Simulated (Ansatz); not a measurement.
Mo(OH)F5 (MoOF5H). The state is a singlet with charge 0. Geometry r2SCAN-D4/def2-SVP, basis def2-TZVP, Ansatz.

Cartesian coordinates in Å:
```
Mo 0.188 -0.142 -0.208
O -0.465 0.690 1.284
H -1.235 1.088 1.714
F 0.634 -0.958 -1.792
F 1.933 -0.091 0.355
F -1.554 -0.231 -0.821
F 0.454 1.463 -1.070
F 0.045 -1.818 0.537
```

```csv
run,HOMO (eV),LUMO (eV)
A,-10.05,-5.76
B,-11.08,-5.54
C,-10.15,-5.76
D,-11.49,-5.17
E,-9.54,-5.57
F,-13.98,-3.00
```

In the def2 sets Mo takes a core potential; there is no spin–orbit coupling. HSE06 is defined as in plane-wave codes, on full-range PBE exchange.

Q: The runs used B97M-V, HSE06, PBE, PBE0, r2SCAN, ωB97X-V. Estimate which is which.

A: A r2SCAN (0 % exact exchange); B HSE06 (range-separated); C B97M-V (0 % exact exchange); D PBE0 (25 % exact exchange); E PBE (0 % exact exchange); F ωB97X-V (range-separated). Exact exchange lowers occupied and raises empty levels; among semilocal functionals meta-GGAs tend to open the gap a little, and such runs are hard to tell apart. The gap grows from 3.97 eV (PBE) to 10.98 eV (ωB97X-V).
